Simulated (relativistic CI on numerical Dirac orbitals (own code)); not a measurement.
**Si²⁺: what numerical and physical settings do to a radial Dirac CI calculation**

Reference input:

```
atom Si  Z=14  charge=2  electrons=12
nucleus A=28  rms_radius_fm=3.1224
hamiltonian dirac-coulomb  breit=on  qed=on  c_scale=1
orbitals kli  potential=per-configuration
slater_scale 1
correlation none
mixing on
grid step=0.0125 r_max=34.3
scf mixing=0.4 start=green max_iterations=150 tolerance=2e-08 node_fill=0.05
configurations
  [Ne] 3s2
end
```

Computed lowest total energy -288.52870 Ha, 10 SCF steps. Runs with settings changed; * marks those that are bad on purpose (the QED terms keep the true α when c is scaled):

| Changed | Outcome | Lowest level | ΔE (Ha) | First excitation (cm⁻¹) | SCF steps | Message |
| --- | --- | --- | --- | --- | --- | --- |
| node fill of the KLI weights 0.2 | converged | 3s2 1S_0 | 0.000606 |  | 11 |  |
| speed of light × 10 | converged | 3s2 1S_0 | 0.563 |  | 10 |  |
| SCF tolerance 1e-06 | converged | 3s2 1S_0 | -7.24e-09 |  | 9 |  |
| start potential bare | converged | 3s2 1S_0 | -1.68e-10 |  | 12 |  |
| SCF mixing 1.3 * | converged | 3s2 1S_0 | 5.24e-11 |  | 9 |  |
| end of the grid at 1.03 bohr * | not converged |  |  |  | 34 | SCF of 1s2 2s2 2p6 3s2 stopped: an orbital could not be found |

With so few configurations and no correlation, terms lie too far apart (by 10 to 50 % near neutrality), their order can be wrong, and levels of other configurations are missing.
